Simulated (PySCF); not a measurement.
This PySCF input asks for the NMR shieldings of SMILES CCC(C)(C)S(=O)(=O)Cl, C5H11ClO2S; the geometry comes from GFN2-xTB.

```python
import basis_set_exchange as bse
import numpy as np
from pyscf import gto, dft
from pyscf.prop import nmr

atoms = """
C     2.037882    0.717834    0.312114
C     1.186448   -0.375467   -0.323917
C    -0.298766   -0.318303    0.019211
C    -1.038911   -1.511829   -0.543456
C    -0.622717   -0.017195    1.462353
S    -0.922556    1.125028   -0.945527
O    -0.493688    2.374689   -0.400014
O    -0.751143    0.909980   -2.347586
Cl   -2.939307    1.060434   -0.607139
H     3.048675    0.665477   -0.084573
H     2.093255    0.594650    1.390602
H     1.633545    1.700982    0.090662
H     1.272136   -0.313220   -1.411383
H     1.570832   -1.353098   -0.017731
H    -0.666309   -2.432231   -0.096768
H    -2.105392   -1.438414   -0.343918
H    -0.891490   -1.561004   -1.620460
H    -1.696364   -0.075812    1.628632
H    -0.291789    0.987360    1.713938
H    -0.129489   -0.729182    2.121926
"""
names = dict.fromkeys(["C", "S", "O", "Cl", "H"], "pcSseg-1")
basis = {el: gto.basis.parse(bse.get_basis(n, elements=[el], fmt="nwchem")) for el, n in names.items()}
mol = gto.M(atom=atoms, basis=basis, charge=0, verbose=0)
mf = dft.RKS(mol, xc="PBE0")
mf.grids.level = 2
mf.grids.alignment = dft.numint.BLKSIZE   # the property module wants whole blocks of grid points
mf.conv_tol = 1e-9
mf.kernel()

calc = nmr.RKS(mf)   # GIAO
C = mf.mo_coeff
Co = C[:, mf.mo_occ > 0]
resp = mf.gen_response(singlet=True, hermi=2)
def vind(x):   # induced exchange potential for any number of trial vectors
    d = np.einsum("pi,xij,qj->xpq", C, 2 * x.reshape(-1, C.shape[1], Co.shape[1]), Co, optimize=True)
    return np.einsum("xpq,pi,qj->xij", resp(d - d.transpose(0, 2, 1)), C, Co, optimize=True).ravel()
mo1, _ = nmr.rhf.solve_mo1(calc, with_cphf=vind)
sigma = calc.kernel(mo1)
for i, s in enumerate(sigma):   # ppm
    w = np.linalg.eigvalsh((s + s.T) / 2)
    print("%2d %-2s iso %8.1f  s11 %8.1f  s22 %8.1f  s33 %8.1f" % (i, mol.atom_pure_symbol(i), w.mean(), *w))
```

**Question.** What are the results?

**Answer.** 
```
 0 C  iso    175.2  s11    166.6  s22    173.2  s33    185.8
 1 C  iso    155.8  s11    139.1  s22    154.5  s33    173.9
 2 C  iso    104.6  s11     75.9  s22     82.8  s33    154.9
 3 C  iso    160.1  s11    140.7  s22    152.6  s33    186.9
 4 C  iso    166.8  s11    155.5  s22    161.0  s33    183.8
 5 S  iso    114.5  s11      7.5  s22     99.8  s33    236.3
 6 O  iso     38.0  s11    -48.9  s22     -3.1  s33    165.9
 7 O  iso     59.5  s11    -41.4  s22     52.6  s33    167.3
 8 Cl iso    431.5  s11     68.5  s22    221.7  s33   1004.3
 9 H  iso     30.8  s11     25.7  s22     27.5  s33     39.1
10 H  iso     30.8  s11     26.0  s22     29.6  s33     36.8
11 H  iso     29.9  s11     23.4  s22     31.5  s33     34.9
12 H  iso     29.4  s11     25.2  s22     29.6  s33     33.5
13 H  iso     30.3  s11     24.5  s22     30.1  s33     36.2
14 H  iso     30.6  s11     26.5  s22     28.0  s33     37.3
15 H  iso     29.9  s11     25.0  s22     29.9  s33     34.7
16 H  iso     29.8  s11     26.0  s22     28.2  s33     35.2
17 H  iso     30.1  s11     25.5  s22     29.8  s33     35.0
18 H  iso     29.6  s11     26.3  s22     28.2  s33     34.3
19 H  iso     30.7  s11     26.6  s22     27.8  s33     37.6
```

These numbers come from an equivalent density-fitted implementation of the same equations, which agrees with the script to about 0.01 ppm for H and up to a few tenths of a ppm for heavy atoms, so last digits may differ.

**Question.** Turn these shieldings into chemical shifts. δ = σ(ref) − σ, references computed at the same level: TMS for $^{13}$C (186.93 ppm) and $^{1}$H (31.72 ppm); CS2 for $^{33}$S (503.73 ppm); $^{17}$O (336.08 ppm) against H2O; $^{35}$Cl (949.78 ppm) vs HCl.

**Answer.** Averaging equivalent atoms: C 2: 82.4; C 1: 31.1; C 3/4: 23.5; C 0: 11.7; S 5: 389; O 6/7: 287.3; Cl 8: 518; H 12/13: 1.87; H 14/15/16/17/18/19: 1.61; H 9/10/11: 1.21 ppm. Unscaled 17O shifts of doubly bonded oxygen tend to come out too high, by tens of ppm or more. Experimental scales use liquid or dissolved standards, which lie at an offset from isolated H2O (liquid H2O: subtract about 36 ppm).

Size and cost of the density-fitted run: 222 basis functions, 58 s wall time on 1 thread of an Arm Neoverse V1, shared host; peak memory 1.1 GiB.
